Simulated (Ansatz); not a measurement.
GaSn6⁺, relaxed as a singlet with RKS B3LYP-D4/def2-SVP in Ansatz, starting from the GFN2-xTB geometry. Force threshold 0.02 eV/Å.

In the def2 sets Sn takes a core potential; there is no spin–orbit coupling. The restricted singlet is unstable towards broken spin symmetry in Hartree–Fock (as tested in another run); at B3LYP-D4/def2-SVP this wasn't settled. The structure comes from a short search, and lower isomers may exist.

Start:

```
atom   x (Å)   y (Å)   z (Å)
 Ga1   2.253   1.665  -2.113
 Sn2   1.319   0.709   1.402
 Sn3  -1.493  -0.263   1.423
 Sn4   0.818  -2.155   1.638
 Sn5   0.300  -0.833  -0.973
 Sn6  -2.543  -1.048  -1.115
 Sn7  -0.654   1.925  -0.262
```

(1) Estimate the energy that the relaxation releases and the steps that it takes.

(2) Does the start keep its bonding?

(3) Predict the relaxed structure.

## Answers

(1) 12.7 kcal/mol, in 23 steps; 3.5 min on 4 threads of Arm Neoverse V2 on a shared host. The force fell under the threshold at step 21, but the optimiser went on. No frequencies were taken in this run, so the end may be a saddle point.

(2) Bonds lost: Sn2–Sn7, Sn3–Sn5 (atoms count from 1). Bonds formed: Ga1–Sn2, Ga1–Sn7, Sn4–Sn6 (atoms count from 1).

(3) 
```xyz
7

Ga    1.9461    2.8305   -0.9217
Sn    1.8744    0.2703    0.8417
Sn   -0.9988    0.5159    1.4640
Sn   -0.0568   -2.3432    1.5673
Sn    0.4495   -1.2999   -1.2101
Sn   -2.4464   -1.3539   -0.3990
Sn   -0.7680    1.3803   -1.3421
```
Bond lengths (bridged metal pairs left out): 10 × Sn–Sn 2.95 to 3.33 Å; 2 × Ga–Sn 3.11 Å.
